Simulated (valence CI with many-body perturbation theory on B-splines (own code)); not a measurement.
Results of a calculation; reference values are marked as such.
**Sensitivity of CI+MBPT for Ti¹⁶⁺**

Method: valence CI with perturbative core correlation (CI+MBPT): four valence electrons over a frozen Dirac-Fock core [He], radial functions for each j: 6 s, 6 p, 5 d, 3 f, 1 g, with the one-electron correlation potential Σ1, the two-electron term Σ2, the three-electron term Σ3, Breit, model QED; selected CI, second order for the rest, scaled by the run's own slope (own B-spline code, finite nucleus).

No measured spectrum was set against this ion. As an estimate, levels of excited configurations hold to 0.05 to 0.15 % of their energy, terms of the ground configuration to about 0.5 %.

The reference run has the lowest level 2s2.2p2 3P_0 and an ionisation energy of 1131.29 eV. Its largest variational space holds 11808 state functions.

Reference levels: 2s2.2p2 3P_1 29648, 2s2.2p2 3P_2 55763, 2s2.2p2 1D_2 140987, 2s2.2p2 1S_0 242696, 2s.2p3 5S°_2 333294, 2s.2p3 3D°_2 579126, 2s.2p3 3D°_1 580373, 2s.2p3 3D°_3 587028, 2s.2p3 3P°_0 678938, 2s.2p3 3P°_1 681422, 2s.2p3 3P°_2 687265, 2s.2p3 3S°_1 839015 cm⁻¹.

Rank these changes by the mean size of the shift of these levels, smallest first.
A. screening of Σ1 on → off; logarithmic knot step 0.27 → 0.4
B. hole-hole ladder in Σ2 on → off
C. scale of Σ2 1 → 1.2

A (11 cm⁻¹), B (44 cm⁻¹), C (130 cm⁻¹).
